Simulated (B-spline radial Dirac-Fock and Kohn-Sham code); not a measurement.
# How the settings move the core levels of I⁶⁺

ΔSCF core binding energies without Breit or QED terms, calculated with a radial finite-basis atomic code. Keys: rel is the Hamiltonian (dirac, or spin-free x2c and nr, where L3 and M5 stand for the whole 2p and 3d shells), method is hf or an exchange,correlation pair (spin-unpolarised, also for the hole states), nuc the nuclear model, radius_factor scales its radius, rmax is the box in bohr, h the logarithmic mesh step, order the B-spline order, points the quadrature points per cell, c_factor scales the speed of light, and damp, ndamp, maxit and tol steer the iteration. The run stops when the commutator error falls below 10·tol·max(1, Z/10), or the numerical noise floor, and the energy has settled to about 1e-8 Ha; the virial ratio is −V/T.

Base input:

```json
{"items": [{"Z": 53, "q": 6, "cfg": [[1, 0, 2], [2, 0, 2], [2, 1, 6], [3, 0, 2], [3, 1, 6], [3, 2, 10], [4, 0, 2], [4, 1, 6], [4, 2, 10], [5, 0, 1]], "A": 127, "rrms": 4.75, "do": "settings", "holes": ["K", "L3", "M5"],
  "settings": [{"rel": "dirac", "method": "hf", "nuc": "fermi", "radius_factor": 1.0, "rmax": 45.0, "h": 0.3, "order": 8, "points": 10, "c_factor": 1.0, "maxit": 60, "damp": 0.5, "ndamp": 3, "tol": 1e-08}]}]}
```

The ground state converged in 10 iterations, with total energy -7107.76791 Ha, virial ratio 1.94342 and highest orbital energy -86.12 eV. ΔSCF binding energies: K (1s) 33373.7 eV, L3 (2p3/2) 4654.9 eV, M5 (3d5/2) 707.6 eV.

Changes from the base run:

```csv
changed setting,Δ total energy (Ha),Δ K (eV),Δ L3 (eV),Δ M5 (eV),iterations
radius_factor = 0.5,-0.16864,+1.94,-0.01,0.00,10
rel = "nr"; radius_factor = 0.5; damp = 0.0,+197.69076,-1325.37,+2.32,+13.58,9
nuc = "gauss",-0.00087,+0.01,0.00,0.00,10
order = 6,+0.00029,0.00,0.00,0.00,10
damp = 0.0,0.00000,0.00,0.00,0.00,9
rel = "nr"; rmax = 60.0; order = 6,+197.69107,-1325.37,+2.32,+13.58,10
c_factor = 2.0,?,?,?,?,?
```

Task: What does the change c_factor = 2.0 do?

Result: The total energy moves by +151.04929 Ha and the binding energies by K -1014.01 eV, L3 +2.13 eV, M5 +10.27 eV; the run takes 10 iterations.
